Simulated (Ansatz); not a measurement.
Start from `[SeH][SiH]([SeH])[SeH]` and change one atom or group to get `Cl[Si]([SeH])([SeH])[SeH]`.

Ansatz, PBE0-D4/def2-TZVP geometries, multiplicity 1. Each molecule was computed in one conformer, which needn't be the lowest.

Scalar relativity is left out up to krypton. Spin–orbit coupling is left out; it splits and shifts lone-pair levels of the heavy atoms by tenths of an eV.

| property | `[SeH][SiH]([SeH])[SeH]` |
| --- | --- |
| HOMO energy (B3LYP/def2-TZVPP) / eV | -6.95 |
| LUMO energy (ωB97M-V/def2-TZVPP) / eV | 1.26 |
| HOMO–LUMO gap (ωB97M-V/def2-TZVPP) / eV | 10.59 |
| LUMO energy (PBE/def2-TZVPP) / eV | -1.40 |
| HOMO energy (PBE/def2-TZVPP) / eV | -6.05 |
| LUMO energy (B3LYP/def2-TZVPP) / eV | -0.81 |

(1) Give the same properties after the change, and the shifts. (An estimate is asked.)

## Answers

(1) Ansatz gave: 
```
                               property  `Cl[Si]([SeH])([SeH])[SeH]`  shift
    HOMO energy (B3LYP/def2-TZVPP) / eV                        -6.97  -0.02
  LUMO energy (ωB97M-V/def2-TZVPP) / eV                         0.64  -0.62
HOMO–LUMO gap (ωB97M-V/def2-TZVPP) / eV                         9.98  -0.61
      LUMO energy (PBE/def2-TZVPP) / eV                        -2.02  -0.62
      HOMO energy (PBE/def2-TZVPP) / eV                        -6.08  -0.03
    LUMO energy (B3LYP/def2-TZVPP) / eV                        -1.43  -0.62
```

Positive LUMOs are unbound, so they and the gaps depend on the basis.

B3LYP here is the variant with VWN-RPA as its local correlation; programs differ in this.
